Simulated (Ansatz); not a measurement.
The first iterations of a band of C3H9NSn (14 atoms, charge 0, multiplicity 1).

Theory: RKS PBE/def2-SVP in Ansatz 0.2.0.

| Property | Result |
| --- | --- |
| movable images | 5 |
| climbing image | yes |
| spring | 5.0 eV/Å² |
| optimiser | quadratic models (default) |
| start path | through a guess of the saddle point |
| force threshold | 0.05 eV/Å |
| iteration limit | 60 |
| end points | relaxed |

First end point:

```xyz
14
Properties=species:S:1:pos:R:3
C -1.188 0.809 1.738
C -0.510 0.416 0.626
C -0.714 1.101 -0.704
N 0.416 -0.624 0.621
Sn 1.463 -1.440 -0.964
H -1.047 0.313 2.711
H -1.899 1.645 1.690
H 0.238 1.529 -1.089
H -1.091 0.389 -1.471
H -1.446 1.925 -0.624
H 0.533 -1.089 1.524
H 0.374 -2.045 -2.167
H 2.509 -0.249 -1.654
H 2.349 -2.710 -0.206
```

Last end point:

```xyz
14
Properties=species:S:1:pos:R:3
C -1.226 0.305 1.487
C -0.265 0.369 0.543
C -0.301 1.262 -0.663
N 0.885 -0.490 0.602
Sn 0.992 -2.439 -0.946
H -1.152 -0.377 2.348
H -2.129 0.923 1.402
H 0.580 1.941 -0.687
H -0.274 0.655 -1.592
H -1.215 1.883 -0.666
H 1.018 -0.888 1.540
H -0.570 -1.872 -1.641
H 1.896 -1.300 -2.029
H 1.748 0.001 0.332
```

| iteration | highest image above the first end (eV) | largest band force component (eV/Å) |
| --- | --- | --- |
| 1 | 5.383 | 15.688 |
| 2 | 2.847 | 3.826 |
| 3 | 2.239 | 2.317 |
| 4 | 1.421 | 1.389 |
| 5 | 1.194 | 1.131 |
| 6 | 0.992 | 0.625 |
| 7 | 0.868 | 1.207 |
| 8 | 1.135 | 2.403 |

Problem. Does the band converge within its limit, and where does its top end?

Solution. The run converged. It ended after 24 iterations with the highest image 1.613 eV above the first end. Neighbouring images differ by up to 1.7 eV, so the band resolves the path poorly. A vibrational analysis at the climbing image gives one clearly imaginary mode, 1018i cm⁻¹: a first-order saddle point. The orbitals stay closed-shell, which can raise the energy where a bond breaks towards radicals; this wasn't checked here.

Run time: 2.8 min on 2 threads of Intel(R) Xeon(R) 6975P-C (Granite Rapids), with other jobs on the host, peak memory 0.21 GiB.
